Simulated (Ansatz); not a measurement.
Relaxation of a periodic cell of 15 atoms, H₈CO₆ (contents 4 H2O + 1 CO2, density as packed 0.80 g/cm³ with natural masses), to a largest force component of 0.3 eV/Å in at most 15 steps.

Computed with Ansatz, DFT PBE-D3(BJ), scalar-relativistic, plane waves, PAW. Settings: accuracy low, cutoff 420 eV, k mesh 1x1x1, fermi-dirac smearing 0.05 eV, no spin polarisation.

```xyz
15
Lattice="6.2300 0.0000 0.0000 0.0000 6.2300 0.0000 0.0000 0.0000 6.2300" Properties=species:S:1:pos:R:3:forces:R:3
O 3.312 4.086 1.900 0.08 0.01 -0.09
H 2.520 3.736 1.467 -0.05 -0.03 0.12
H 2.968 4.551 2.677 -0.04 0.04 0.04
O 0.825 5.097 4.385 -0.15 0.72 -0.41
H 1.155 5.321 5.268 0.24 -0.11 -0.01
H 1.184 5.795 3.817 -0.01 0.27 -0.16
O 4.277 5.834 5.284 -0.51 -0.02 0.06
H 4.081 4.935 4.980 0.14 -0.10 0.06
H 5.221 5.944 5.100 0.00 -0.13 -0.22
O 2.026 1.021 1.279 -0.36 -0.09 0.27
H 2.168 1.780 0.696 0.16 -0.15 -0.14
H 1.909 0.276 0.670 0.35 0.06 0.04
C 0.059 2.561 5.382 -0.60 -0.12 0.09
O -1.070 2.226 5.431 1.29 0.46 -0.10
O 1.188 2.895 5.332 -0.54 -0.79 0.44
```

Problem. Where does it end, and by what steps?

Solution. The run ended unconverged. The force dipped under the threshold on the way, but the program's further checks kept it going. Limits of this set-up: coarse k mesh, low accuracy level. After 15 steps the energy has fallen by 1.628 eV; O4 moved furthest, 1.72 Å.

```
step  energy less start (eV)  largest force component (eV/Å)  accepted
   0                  0.0000                           1.294       yes
   1                 -0.2992                           2.437       yes
   2                 -0.5906                           1.172       yes
   3                 -0.8424                           0.815       yes
   4                 -0.9704                           1.394       yes
   5                 -1.0967                           0.993       yes
   6                 -1.1921                           1.592       yes
   7                 -1.3409                           0.999       yes
   8                 -1.4576                           0.423       yes
   9                 -1.5174                           0.325       yes
  10                 -1.5532                           0.507       yes
  11                 -1.5833                           0.288       yes
  12                 -1.5833                           0.288       yes
  13                 -1.6103                           0.328       yes
  14                 -1.6285                           0.420       yes
  15                 -1.6251                           1.228        no
```

```xyz
15
Lattice="6.2300 0.0000 0.0000 0.0000 6.2300 0.0000 0.0000 0.0000 6.2300" Properties=species:S:1:pos:R:3
O 3.287 4.331 1.984
H 2.832 3.487 2.141
H 3.686 4.594 2.863
O 0.411 6.676 3.834
H 1.130 6.353 4.403
H 0.792 6.598 2.917
O 4.281 5.330 4.269
H 4.383 4.752 5.042
H 5.161 5.777 4.136
O 1.581 0.071 1.347
H 2.124 0.784 0.981
H 2.221 -0.678 1.529
C -0.022 2.651 6.073
O -1.149 2.537 5.775
O 1.105 2.794 6.375
```

Time of the run: 19 s on 1 thread of Intel(R) Xeon(R) CPU @ 2.60GHz (Ice Lake) (shared host), peak memory 0.4 GiB.
